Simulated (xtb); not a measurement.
Hf(Cl)2(SH)2 (Cl₂H₂HfS₂), SMILES [SH][Hf]([SH])([Cl])[Cl], multiplicity 1. All values are semi-empirical tight-binding results from xtb (GFN2-xTB unless named), good for trends rather than for accurate numbers. Geometry: GFN2-xTB. The spin state was assumed, not searched. The structure was generated by enumeration; whether it is a known compound was not checked. Other conformers were not sampled.

For metal compounds this method's bond lengths and energies can be far off.

Estimate the properties. (The exact figures need the calculation; the answer reports its results.)


```json
{
  "orbital_gap": "1.81 eV",
  "zero_point_energy": "11.6 kcal/mol",
  "G − E(el) at 298.15 K (modified RRHO)": "-11.9 kcal/mol"
}
```
